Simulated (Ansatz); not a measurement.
`C=NBC` + `CCC(=O)N(C)C` → `BN=C` + `CCCC(=O)N(C)C`  (formal exchange of groups at a B–C bond)

Calculated with Ansatz (gas phase, PBE0-D4/def2-TZVP geometries, no zero-point term in ΔE). CCSD(T)/CBS adds triple-zeta CCSD(T) − MP2 to the extrapolated MP2 energy (def2 sets, frozen cores). DFT in def2-TZVPP. Each species was taken in one conformer, which may not be the lowest.

Is it downhill or uphill in electronic energy at CCSD(T)/CBS, and by how much? (An estimate is asked.)

Computed: Uphill: ΔE = +37.9 kJ/mol.

What do these levels give: B2PLYP, PBE, r2SCAN, MP2/def2-TZVPP, SCS-MP2/def2-TZVPP, HF/def2-QZVPP? (Estimate.)

Ansatz gave: B2PLYP 39.6, PBE 40.1, r2SCAN 40.2, MP2/def2-TZVPP 39.6, SCS-MP2/def2-TZVPP 37.4, HF/def2-QZVPP 36.8 kJ/mol.

Largest T1 diagnostic among the species: 0.016.
